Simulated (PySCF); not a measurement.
Vibration and rotation of FeS

ROHF-SCS-MP2 constants of FeS, ⁵Δ (quintet), unpaired electrons σ ↑, π ↑↑, δ ↑ (PySCF, spin-free X2C with a Gaussian nucleus, basis sets Fe x2c-TZVPPall, S x2c-TZVPPall; masses 55.9349 and 31.9721 u):

- ωe: 476.4 cm⁻¹
- ωexe: 1.62 cm⁻¹
- Be: 0.19727 cm⁻¹
- αe: 0.000887 cm⁻¹

(1) What force constant and bond length do these constants imply?

(2) Estimate the centrifugal constant D from the Kratzer relation and find the Dunham coefficient a1.

Correlated steps freeze 10 core orbitals. The state is the lowest single determinant that the PBE0 search found; with open d or f shells the true ground state can be another one.

## Answers

(1) Reduced mass μred = 20.344 u; k = 5.8918×10⁻⁷·μred·ωe² (u, cm⁻¹, mdyn/Å) = 2.72 mdyn/Å; Re = √(16.8576/(μred·Be)) (u, cm⁻¹, Å) = 2.050 Å.

(2) D = 4Be³/ωe² = 1.35e-07 cm⁻¹; a1 = −1 − αeωe/(6Be²) = -2.81.
